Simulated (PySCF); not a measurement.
A side-by-side comparison of computed properties.

First species: C₈H₇F₃O.
Atom-mapped SMILES: `[CH2:1]=[C:2]([c:3]1[cH:4][c:5]1=[O:6])[C@H:7]([CH3:8])[C:9]([F:10])([F:11])[F:12]` (hydrogens: H13, H14 on C1; H15 on C4; H16 on C7; H17, H18, H19 on C8)

Second species: C4H10F2SSi.
SMILES: `C[C@H](CC(F)F)S[SiH3]`

Levels: PBE0/pcSseg-1 for dipole moment, HOMO energy, LUMO energy and HOMO–LUMO gap; GFN2-xTB for rotational constant A and rotational constant C. Geometries: GFN2-xTB. Each species is one conformer at its optimised geometry, gas phase, non-relativistic unless stated. Electronic properties by PySCF.

Dipoles, sizes and rotational constants follow the conformer. The torsions of the flexible species, by atom-mapped SMILES:
- `[CH2:1]=[C:2]([c:3]1[cH:4][c:5]1=[O:6])[C@H:7]([CH3:8])[C:9]([F:10])([F:11])[F:12]`: C1–C2–C3–C4 -176°, C1–C2–C7–C8 -120°, C2–C7–C9–F10 73°
- `[CH3:1][C@H:2]([CH2:3][CH:4]([F:5])[F:6])[S:7][SiH3:8]`: C1–C2–C3–C4 174°, C2–C3–C4–F5 -65°, C1–C2–S7–Si8 -87°

(1) Which has the higher rotational constant A?

(2) Which has the higher HOMO energy?

(3) Which of the two has the higher rotational constant C, and by how much?

(4) Which of the two has the higher dipole moment, and by how much?

(5) Which of the two has the higher HOMO–LUMO gap, and by how much?

(6) Which of the two has the higher LUMO energy, and by how much?

Answers

(1) The second: 2.168 GHz against 1.638 GHz, a difference of 0.530 GHz.

(2) The first: -6.87 eV against -7.09 eV, a difference of 0.22 eV.

(3) The second: 0.642 GHz against 0.572 GHz, a difference of 0.070 GHz.

(4) The first: 4.37 D against 2.55 D, a difference of 1.82 D.

(5) The second: 7.07 eV against 4.71 eV, a difference of 2.36 eV.

(6) The second: -0.02 eV against -2.16 eV, a difference of 2.14 eV.

On the first: The dipole equals about 14.6 × 10⁻³⁰ C·m (1 D = 3.33564 × 10⁻³⁰ C·m).

On the second: A dipole of 2.55 D is allowed in C1, and pure rotational transitions are dipole-allowed. The dipole equals about 8.5 × 10⁻³⁰ C·m (1 D = 3.33564 × 10⁻³⁰ C·m).
